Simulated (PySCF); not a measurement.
## Ni²⁺ (nickel, charge +2) across methods

[Ar] 3d7 4s1, high-spin 5F determinant (an excited configuration). Computed with PySCF 2.14 in x2c-QZVPPall, with the spin-free X2C one-electron Hamiltonian (Gaussian nucleus).

| method | E (hartree) | mean ε 3d α (eV) | mean ε 3d β (eV) | mean ε 4s α (eV) | Σ⟨r²⟩ (bohr²) | ⟨S²⟩ |
| --- | --- | --- | --- | --- | --- | --- |
| r2SCANh | -1519.370 | -38.253 | -35.113 | -25.361 | 18.91 | 6.001 |
| PBE | -1519.147 | -36.472 | -33.542 | -24.716 | 19.02 | 6.000 |
| UHF | -1518.09818 | -48.013 | -43.894 | -27.655 | 19.01 | 6.002 |
| LDA | -1516.590 | -36.770 | -33.554 | -25.025 | 18.98 | 6.000 |
| B97-3 | -1519.247 | -39.700 | -36.620 | -25.391 | 18.94 | 6.001 |
| BHandHLYP | -1519.395 | -42.538 | -39.280 | -26.393 | 18.94 | 6.001 |
| PBE0 | -1519.175 | -39.567 | -36.380 | -25.576 | 18.96 | 6.001 |

**Question.** Estimate the same row for r2SCAN.

**Answer.** E (hartree) = -1519.380; mean ε 3d α (eV) = -37.076; mean ε 3d β (eV) = -34.016; mean ε 4s α (eV) = -25.033; Σ⟨r²⟩ (bohr²) = 18.92; ⟨S²⟩ = 6.001.
